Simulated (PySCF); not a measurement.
CH₃, SMILES [CH3+], charge +1. Atoms are numbered in the order given.

```xyz
4

C      0.0000     0.0000     0.0000
H      1.0934     0.0000     0.0000
H     -0.5467     0.9469     0.0000
H     -0.5467    -0.9469     0.0000
```
Charge +1, spin multiplicity 1.

The structure is a stationary point at ωB97X-D3(BJ)/def2-TZVPD.

Two levels are set side by side: PBE/pcSseg-2 (PySCF) and PBE0/pcSseg-2 (PySCF). GIAO shifts against TMS (¹H), TMS (¹³C) at the same level; non-relativistic, no solvent, atoms listed together averaged. Differences are taken from unrounded values.

```
quantity                    PBE0
-------------------------  -----
δ(¹³C) of C1 (ppm)         426.5
δ(¹H) of H2, H3, H4 (ppm)  15.93
```

### Question
What does PBE give, and how far is it from PBE0? (An estimate is asked for; the answer gives what the named calculation found.)

### Answer

```csv
quantity,PBE,PBE minus PBE0
δ(¹³C) of C1 (ppm),436.1,9.7
"δ(¹H) of H2, H3, H4 (ppm)",16.00,0.07
```

Rough cost on one machine, each run with all the roots and properties that it gave: PBE0 against PBE within a factor of 2.
